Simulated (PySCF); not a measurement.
**Heteronuclear NMR**

Atoms are numbered as in `[SiH3:1][C:2]1([SiH3:3])[SiH2:4][CH:5]=[C:6]1[CH:7]1[CH2:8][CH2:9]1` (H(Xn): hydrogen on atom n). Ha(C8), Ha(C9) are cis to C6 on the ring; Hb(C8), Hb(C9) are trans to C6 on the ring.

[PySCF 2.14.0 with density-fitted response routines: structure optimised with GFN2-xTB; NMR shieldings at PBE0/pcSseg-1/GIAO; relativity neglected; no solvent; fast rotation and ring inversion assumed for equivalent nuclei; one conformer]

Problem. Where does $^{29}$Si resonate?

Solution. 
| atoms | environment | σ (ppm) | δ (ppm) |
| --- | --- | --- | --- |
| Si4 | silicon bonded to 2 C, 2 H, in a 4-membered ring | 390.3 | -40.8 |
| Si1/Si3 | silicon bonded to C, 3 H | 413.7 | -60.1 |

Shieldings were converted by a linear fit to measured shifts: $^{29}$Si (scatter 8.9 ppm rms, 25.8 ppm with the 6 outliers that the fit left out vs TMS, solution or neat liquid). Occasional misses reach two or three times the rms, and more in compound classes unlike the fitted ones.

On a 400 MHz spectrometer $^{29}$Si resonates near 79.5 MHz, so 1 ppm is 79.5 Hz.
